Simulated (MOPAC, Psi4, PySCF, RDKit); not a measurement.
Internal rotation in SMILES COC(=O)[SiH2]c1cccs1. Scanned: dihedral O2–C3–Si5–C6; all other coordinates were relaxed at GFN2-xTB. Points at φ and −φ are mirror images. Heavy atoms are numbered in the order of the SMILES COC(=O)[SiH2]c1cccs1, hydrogens after them in the order of the atoms that carry them; the mirror image has the same energies with the sign of each dihedral reversed.

Computed with: PM3, restricted, heats of formation // GFN2-xTB (MOPAC); RKS-B3LYP/6-31G* = restricted B3LYP/6-31G*, spherical d, density fitting // GFN2-xTB (PySCF 2.14.0); UFF // GFN2-xTB (RDKit); PBE-D3(BJ)/def2-SVP // GFN2-xTB (Psi4).

Energies relative to the lowest point of each profile, in kJ/mol; the last columns give the difference from PBE-D3(BJ):

| φ / ° | PM3 | RKS-B3LYP/6-31G* | UFF | PBE-D3(BJ)/def2-SVP | PM3 − PBE-D3(BJ)/def2-SVP | RKS-B3LYP/6-31G* − PBE-D3(BJ)/def2-SVP | UFF − PBE-D3(BJ)/def2-SVP |
|---|---|---|---|---|---|---|---|
| -160 | 0.0 | 0.4 | 13.5 | 0.5 | -0.5 | -0.1 | 13.0 |
| -140 | 0.2 | 1.3 | 6.7 | 1.8 | -1.6 | -0.5 | 5.0 |
| -120 | 0.9 | 2.9 | 2.9 | 3.9 | -3.0 | -0.9 | -0.9 |
| -100 | 1.9 | 5.7 | 3.3 | 7.0 | -5.1 | -1.3 | -3.7 |
| -80 | 2.7 | 7.8 | 5.1 | 8.9 | -6.3 | -1.1 | -3.8 |
| -60 | 2.9 | 7.2 | 4.5 | 7.5 | -4.6 | -0.3 | -3.0 |
| -40 | 2.8 | 5.7 | 1.3 | 5.5 | -2.7 | 0.2 | -4.2 |
| -20 | 3.5 | 5.0 | 0.0 | 4.3 | -0.9 | 0.7 | -4.3 |
| 0 | 4.0 | 4.7 | 0.5 | 3.7 | 0.2 | 0.9 | -3.3 |
| 20 | 3.5 | 5.0 | 0.0 | 4.3 | -0.9 | 0.7 | -4.3 |
| 40 | 2.8 | 5.7 | 1.3 | 5.5 | -2.7 | 0.2 | -4.2 |
| 60 | 2.9 | 7.2 | 4.5 | 7.5 | -4.6 | -0.3 | -3.0 |
| 80 | 2.7 | 7.8 | 5.1 | 8.9 | -6.3 | -1.1 | -3.8 |
| 100 | 1.9 | 5.7 | 3.3 | 7.0 | -5.1 | -1.3 | -3.7 |
| 120 | 0.9 | 2.9 | 2.9 | 3.9 | -3.0 | -0.9 | -0.9 |
| 140 | 0.2 | 1.3 | 6.7 | 1.8 | -1.6 | -0.5 | 5.0 |
| 160 | 0.0 | 0.4 | 13.5 | 0.5 | -0.5 | -0.1 | 13.0 |
| 180 | 0.0 | 0.0 | 17.3 | 0.0 | 0.0 | 0.0 | 17.3 |

PM3 is furthest from PBE-D3(BJ)/def2-SVP at -80 (-6.3 kJ/mol, below); its mean absolute difference over the points is 2.7 kJ/mol.

RKS-B3LYP/6-31G* is furthest from PBE-D3(BJ)/def2-SVP at -100 (-1.3 kJ/mol, below); its mean absolute difference over the points is 0.6 kJ/mol.

UFF is furthest from PBE-D3(BJ)/def2-SVP at 180 (17.3 kJ/mol, above); its mean absolute difference over the points is 5.4 kJ/mol.
